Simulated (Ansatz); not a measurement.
Cl3FSn, SMILES `[F][Sn]([Cl])([Cl])[Cl]`. The species carries charge 0 and has multiplicity 1. Sn: def2 effective core potential.

Problem. List the harmonic frequencies (cm⁻¹, unscaled) at PBE0-D4/def2-TZVP in Ansatz. (An estimate is asked.)

Solution. Computed: 100, 100, 123, 157, 157, 378, 413, 413, 654.

Problem. Is this a minimum?

Solution. Yes, all 9 modes are real.

Problem. Give the ideal-gas thermochemistry at 298.15 K and 1 bar (rigid rotor, harmonic oscillator; point group C3v, symmetry number 3).

Solution. Zero-point energy 14.9 kJ/mol; H(298) − E = 36.6 kJ/mol; entropy 368.6 J/(mol·K), of which translation 177.4, rotation 114.3, vibration 76.9; G(298) − E = -73.3 kJ/mol. Modes under 100 cm⁻¹ are hindered rotations or soft bends, so the harmonic entropy is rough.

Problem. And at 400, 500, 600, 800 and 1000 K?

Solution. 
```
T (K)  H − E (kJ/mol)  S (J/mol/K)  G − E (kJ/mol)
  400            46.6        397.4          -112.4
  500            56.8        420.2          -153.3
  600            67.2        439.1          -196.3
  800            88.2        469.3          -287.2
 1000           109.5        493.1          -383.6
```
